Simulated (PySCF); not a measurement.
Spin-rotation constants: `CC(C)[C@@H](F)C(=O)Cl`, C5H8ClFO

Geometry (Å), atoms numbered from 1 in this order:
```xyz
16

C    -1.689   -0.691   -0.309
C    -0.453   -0.007    0.268
C    -0.335    1.431   -0.232
C     0.808   -0.809   -0.119
F     0.962   -0.828   -1.480
C     2.025   -0.236    0.571
O     2.186   -0.218    1.748
Cl    3.210    0.447   -0.516
H    -1.802   -1.694    0.097
H    -1.608   -0.760   -1.391
H    -2.578   -0.117   -0.064
H    -0.503   -0.013    1.361
H    -0.198    1.443   -1.310
H     0.508    1.935    0.234
H    -1.241    1.982    0.008
H     0.701   -1.856    0.199
```

Method used: GIAO KT3/pcSseg-1 magnetisability, rotational g tensor and spin-rotation constants, non-relativistic, gas phase (PySCF). Geometry: GFN2-xTB.

(1) Give the nuclear spin-rotation constants along the inertial axes (H = +C I·J) beside the isotropic shieldings.

(2) How do the rotational constants and the g tensor change when H9, H10, H11, H12, H13, H14, H15, H16 are replaced by deuterium?

## Answers

(1) Rotational constants 2.7796, 1.1258, 1.0402 GHz. A star marks the isotopologue with that one atom substituted, in its own axes.
```tsv
atom	isotope	Caa (kHz)	Cbb (kHz)	Ccc (kHz)	mean (kHz)	σ (ppm)
F5	19F	1.060	0.733	0.730	0.841	372.0
Cl8	35Cl	0.901	0.598	0.329	0.609	491.2
H9	1H	-0.273	-0.122	0.009	-0.129	30.6
H10	1H	-0.294	0.033	-0.120	-0.127	30.3
H11	1H	-0.081	-0.116	-0.071	-0.089	30.7
H12	1H	-0.280	0.036	-0.117	-0.121	29.6
H13	1H	-0.316	0.026	-0.108	-0.133	30.4
H14	1H	-0.048	-0.110	-0.087	-0.081	30.6
H15	1H	-0.097	-0.119	-0.066	-0.094	31.0
H16	1H	-0.223	-0.135	0.061	-0.099	26.8
C1	13C*	0.389	0.191	0.149	0.243	162.6
C2	13C*	0.517	0.188	0.198	0.301	143.2
C3	13C*	0.391	0.176	0.140	0.236	167.6
C4	13C*	0.780	0.262	0.284	0.442	89.1
C6	13C*	1.301	0.388	0.356	0.682	7.9
O7	17O*	-1.480	-0.851	-0.185	-0.839	-200.8
```
For the geometry as given, no vibrational averaging.

(2) Constants 2.4712, 0.9981, 0.9506 GHz; g -0.0243, -0.0098, -0.0081, against -0.0273, -0.0109, -0.0086 before.
